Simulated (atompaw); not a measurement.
**PBE PAW (atompaw) dataset for chromium, scalar-relativistic all-electron reference.**

Cr, PAW, made with atompaw 4.2.0.5 (PBE, scalar-relativistic). Core [Ar], reference 3d5 4s0.5 4p0 (charge +0.5). Waves: 4s (bound): rc 3.00 bohr; 4s channel at 0.4 Ry: rc 3.00 bohr; 4p (bound, empty): rc 3.00 bohr; 4p channel at 3.1 Ry: rc 2.50 bohr; 3d (bound): rc 1.30 bohr; 3d channel at 1.95 Ry: rc 1.30 bohr. Local part: troulliermartins scheme with l = 3 at 0 Ry, radius 2.45 bohr. Core correction: smooth core density matched at 1.80 bohr. Augmentation charge: sinc compensation charge, radius 2.80 bohr; PAW radius 3.00 bohr; waves and projectors: custom polynom2 7 10 vanderbiltortho.

All-electron outer shells of the reference configuration (PBE, scalar-relativistic, ld1.x):

```tsv
shell	level (eV)	outermost node (bohr)	outermost maximum (bohr)
3p	-48.75	0.33	0.80
4s	-6.86	1.12	2.68
3d	-6.21	–	0.84
4p	-3.36	1.24	3.52
```

Results:

| Quantity | Value |
| --- | --- |
| Cutoffs needed | 300 Ry and over 300 Ry (the cutoffs (Ry, on a coarse ladder) from which the occupation-weighted sum of valence levels, in a spherical-Bessel basis at the reference potential, stays within 10 and 1 mRy of its value at 400 Ry) |
| Ghost test | no extra level below or beside the all-electron valence levels (s, p, d, f tested) (spherical-Bessel basis up to 400 Ry, 20 bohr box) |
| Lowest eigenvalue of the overlap operator | 0.88 (s channel) |
| Overlap eigenvalues printed by atompaw (projector basis) | 0.0652, 1.25, 6.17, 48.2, 69, 517 |
| Share of each valence orbital outside the PAW sphere | 4s 52 %, 4p 78 %, 3d 7 % |

Generation and tests took about 2.5 s on one core of a shared server CPU.
